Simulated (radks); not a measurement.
Values are calculated unless marked as measured or tabulated.
The rhenium anion Re- inside a hard spherical wall (all orbitals vanish at R), configuration held at [Xe] 4f14 5d6 6s2 and not refilled when levels cross. Code: a radial shooting solver on a logarithmic mesh with Libxc functionals. Model: scalar-relativistic Kohn-Sham, LDA (Slater exchange, VWN5 correlation), spin-polarised, spherical densities, finite nucleus; open shells are filled with parallel spins first (spin-orbit coupling, left out, can overturn this in heavy ions); Fermi nuclear charge, rms radius 5.3698 fm. Eigenvalues in eV for spin up, with the zero of energy where the potential of the charges vanishes at infinity; a dash marks a level that is unbound or too diffuse for the functional's potential to be trusted. A positive occupied level is held by the wall or, in an anion where self-interaction has pushed it up, behind a barrier. The pressure on the wall is -dE/dV.

R (bohr)  E (hartree)  kinetic (hartree)    e(5p)    e(4f)   e(6s)   e(5d)  e(7s, empty)  e(6p, empty)  pressure (GPa)
20        -16679.9845          18420.567  -40.814  -35.361  -1.096   0.145             -             -         0.00387
15        -16679.9825          18420.547  -40.095  -34.665  -0.582   0.797         2.952         2.679         0.00315
6         -16679.8764          18421.039  -36.751  -31.269   2.166   3.793        18.039         7.595            6.42
5         -16679.6981          18421.772  -33.986  -28.323   4.912   6.276        29.715        11.701            27.8
4         -16679.1100          18423.961  -28.307  -22.005  11.997  11.710        56.054        21.769             154
3.5       -16678.3394          18426.690  -23.359  -16.251  19.910  16.926        82.341        32.612             418
